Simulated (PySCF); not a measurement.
BCl2HS, SMILES SB(Cl)Cl.

Geometry optimised at TPSSh-D3(BJ)/def2-SVP. Other conformers were not sampled.

The numbers are results of TDA-ωB97X/def2-SVPD (PySCF 2.14.0), not measurements.

Vertical excitations.  State labels are in the subgroup Cs.

```json
[
 {"state": "S1", "symmetry": "A'", "energy (eV)": "6.48", "λ (nm)": "191", "f": "0.243", "main pairs": "HOMO→LUMO 93 %"},
 {"state": "S2", "symmetry": "A\"", "energy (eV)": "6.62", "λ (nm)": "187", "f": "0.001", "main pairs": "HOMO−1→LUMO 96 %"},
 {"state": "S3", "symmetry": "A\"", "energy (eV)": "6.75", "λ (nm)": "184", "f": "0.001", "main pairs": "HOMO−2→LUMO 81 %"},
 {"state": "S4", "symmetry": "A\"", "energy (eV)": "6.87", "λ (nm)": "181", "f": "0.000", "main pairs": "HOMO→LUMO+2 56 %, HOMO→LUMO+1 18 %, HOMO−2→LUMO 17 %"},
 {"state": "S5", "symmetry": "A'", "energy (eV)": "7.66", "λ (nm)": "162", "f": "0.147", "main pairs": "HOMO−3→LUMO 93 %"},
 {"state": "S6", "symmetry": "A\"", "energy (eV)": "7.88", "λ (nm)": "157", "f": "0.039", "main pairs": "HOMO→LUMO+1 61 %, HOMO→LUMO+3 12 %, HOMO→LUMO+2 12 %"},
 {"state": "S7", "symmetry": "A\"", "energy (eV)": "8.41", "λ (nm)": "148", "f": "0.002", "main pairs": "HOMO−4→LUMO 95 %"},
 {"state": "S8", "symmetry": "A'", "energy (eV)": "8.63", "λ (nm)": "144", "f": "0.002", "main pairs": "HOMO−1→LUMO+1 35 %, HOMO−1→LUMO+2 28 %, HOMO−2→LUMO+2 14 %, HOMO−2→LUMO+1 10 %"},
 {"state": "S9", "symmetry": "A\"", "energy (eV)": "8.86", "λ (nm)": "140", "f": "0.001", "main pairs": "HOMO→LUMO+3 47 %, HOMO→LUMO+6 23 %"},
 {"state": "S10", "symmetry": "A'", "energy (eV)": "8.86", "λ (nm)": "140", "f": "0.038", "main pairs": "HOMO−1→LUMO+1 47 %, HOMO−1→LUMO+2 14 %, HOMO−2→LUMO+1 8 %"},
 {"state": "T1", "symmetry": "A'", "energy (eV)": "5.23", "λ (nm)": "237", "f": "0", "main pairs": "HOMO→LUMO 97 %"},
 {"state": "T2", "symmetry": "A\"", "energy (eV)": "6.34", "λ (nm)": "196", "f": "0", "main pairs": "HOMO−1→LUMO 37 %, HOMO→LUMO+2 28 %, HOMO−2→LUMO 23 %, HOMO→LUMO+1 6 %"},
 {"state": "T3", "symmetry": "A\"", "energy (eV)": "6.47", "λ (nm)": "192", "f": "0", "main pairs": "HOMO−1→LUMO 44 %, HOMO→LUMO+2 38 %, HOMO→LUMO+1 11 %"},
 {"state": "T4", "symmetry": "A\"", "energy (eV)": "6.56", "λ (nm)": "189", "f": "0", "main pairs": "HOMO−2→LUMO 74 %, HOMO−1→LUMO 16 %"}
]
```
Triplets are in the Tamm–Dancoff approximation.
